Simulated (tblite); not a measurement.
Compound: C2H8O2Si3.
Bonds: C1–C2 (triple), C2–Si3, Si3–O4, O4–Si5, Si5–O6, O6–Si7. Hydrogens: H8 on C1; H9, H10 on Si3; H11, H12 on Si5; H13, H14, H15 on Si7.

Computed with GFN2-xTB (tblite), gas phase: L-BFGS steps from a force-field or distance-geometry start until the largest atomic force falls under 0.01 eV/Å.

Step 94: E = -594.0958 eV
```
atom  x, y, z in Å  |  force x, y, z in eV/Å
C1     -3.6891    0.8862    0.8706   -0.003   0.056   0.023
C2     -2.9474    0.4590    0.0268    0.081   0.005  -0.045
Si3    -1.7418   -0.1018   -1.2670    0.010   0.033  -0.013
O4     -0.5651   -0.9561   -0.5526    0.063  -0.053   0.037
Si5     0.7389   -1.4430    0.2615   -0.028   0.026  -0.035
O6      1.9290   -0.3651    0.0783   -0.121  -0.116   0.003
Si7     2.9310    0.8619    0.3841    0.036   0.076   0.036
H8     -4.3331    1.2737    1.6073   -0.040  -0.049   0.012
H9     -2.3563   -1.0374   -2.2053   -0.056  -0.032  -0.009
H10    -1.1529    1.0783   -1.9030    0.010   0.019   0.003
H11     0.3661   -1.5090    1.6686    0.019  -0.018  -0.017
H12     1.2085   -2.6623   -0.3829   -0.023   0.034   0.019
H13     4.2639    0.2691    0.3282    0.056   0.015  -0.007
H14     2.6299    1.3853    1.7168    0.010   0.024  -0.005
H15     2.7141    1.8693   -0.6532   -0.013  -0.020  -0.003
```

Step 95: E = -594.0967 eV
```
atom  x, y, z in Å  |  force x, y, z in eV/Å
C1     -3.6826    0.8876    0.8722    0.015   0.040  -0.010
C2     -2.9432    0.4590    0.0263    0.036   0.024  -0.005
Si3    -1.7375   -0.1018   -1.2670   -0.016   0.026  -0.053
O4     -0.5681   -0.9594   -0.5454    0.022  -0.050  -0.001
Si5     0.7367   -1.4477    0.2626    0.004  -0.009   0.002
O6      1.9279   -0.3728    0.0801   -0.031  -0.017   0.013
Si7     2.9242    0.8637    0.3821    0.010   0.005   0.015
H8     -4.3272    1.2755    1.6087   -0.026  -0.054   0.002
H9     -2.3530   -1.0300   -2.2176   -0.024   0.004   0.040
H10    -1.1411    1.0804   -1.8933    0.006   0.010   0.001
H11     0.3685   -1.5149    1.6701    0.010  -0.020   0.000
H12     1.2052   -2.6671   -0.3812   -0.022   0.025   0.010
H13     4.2627    0.2789    0.3274    0.021   0.023  -0.004
H14     2.6197    1.3905    1.7130    0.009   0.019  -0.012
H15     2.7034    1.8661   -0.6599   -0.016  -0.026   0.004
```

Task: Estimate the geometry and energy of step 96. (The exact step hangs on the optimiser's Hessian estimate; all steps are aligned on step 95, rigid shifts and turns removed.)

Result: E = -594.0974 eV, largest force 0.062 eV/Å
```
atom  x, y, z in Å  |  force x, y, z in eV/Å
C1     -3.6728    0.8903    0.8735    0.018   0.036  -0.018
C2     -2.9373    0.4584    0.0257    0.024   0.033   0.000
Si3    -1.7300   -0.0992   -1.2675    0.043   0.004  -0.017
O4     -0.5715   -0.9704   -0.5392   -0.030  -0.008  -0.045
Si5     0.7349   -1.4573    0.2668    0.009   0.001  -0.008
O6      1.9287   -0.3850    0.0852    0.006   0.040   0.031
Si7     2.9121    0.8669    0.3781   -0.023  -0.049  -0.012
H8     -4.3154    1.2800    1.6109   -0.024  -0.057   0.001
H9     -2.3415   -1.0166   -2.2315   -0.019   0.011   0.047
H10    -1.1226    1.0883   -1.8757    0.000  -0.011   0.003
H11     0.3663   -1.5281    1.6729    0.008  -0.017   0.020
H12     1.2031   -2.6743   -0.3793   -0.014   0.004   0.000
H13     4.2560    0.2936    0.3255    0.014   0.027  -0.003
H14     2.6050    1.4024    1.7047    0.004   0.016  -0.010
H15     2.6806    1.8589   -0.6721   -0.015  -0.030   0.010
```

The energy changes by -0.0007 eV. The first-order estimate −F·Δx gives -0.0010 eV and the mean of the old and new forces, exact on a quadratic surface, -0.0007 eV. The step makes an angle of 84° with the force vector and moves no atom by more than 0.027 Å.

The cost below is that of the whole relaxation. On one thread of an Arm Neoverse N1 (shared host), this took 2.5 s wall.
